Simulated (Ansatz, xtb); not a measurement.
System: C$_{2}$HCl$_{4}$, net charge -1, singlet state. It need not be the lowest isomer of its formula. Whether it binds its extra electron was not tested at this geometry. SMILES: Cl[C-](Cl)C(Cl)Cl
Structure (B3LYP-D3(BJ)/def2-TZVP (Ansatz, a quantum-chemistry and plane-wave program) minimum search):
```xyz
7

C     -0.8289     0.0403     0.2754
C      0.6530    -0.0463    -0.0256
Cl     1.3339    -1.6179     0.5974
Cl     1.5492     1.2975     0.8186
Cl    -1.5479    -1.3089    -0.8323
Cl    -1.3307     1.6309    -0.6093
H      0.9786     0.0085    -1.0645
```
Charge -1, spin multiplicity 1.

Harmonic wavenumbers from GFN2-xTB (xtb, at its own minimum), cm⁻¹: 52, 134, 197, 264, 268, 285, 350, 608, 642, 689, 729, 987, 1159, 1174, 2828.

Question: Give the harmonic wavenumbers at B3LYP-D3(BJ)/def2-TZVP (Ansatz, finite differences of forces, unscaled).

Answer: 68, 161, 215, 261, 261, 296, 334, 525, 541, 684, 699, 973, 1200, 1204, 3046 cm⁻¹. Zero-point energy 15.0 kcal/mol.

Question: From these and the geometry, give the ideal-gas thermochemistry at 298.15 K and 1 atm (rigid rotor, harmonic oscillator).

Answer: Point group Cs, rotational symmetry number 1. Rotational constants 1.606, 1.307, 0.7363 GHz. S(trans) 41.24, S(rot) 29.72, S(vib) 16.73, S(elec, spin only) 0.00, S 87.7 cal/(mol K). H(298) - H(0) 5.14 kcal/mol; G - E(el) -6.0 kcal/mol.
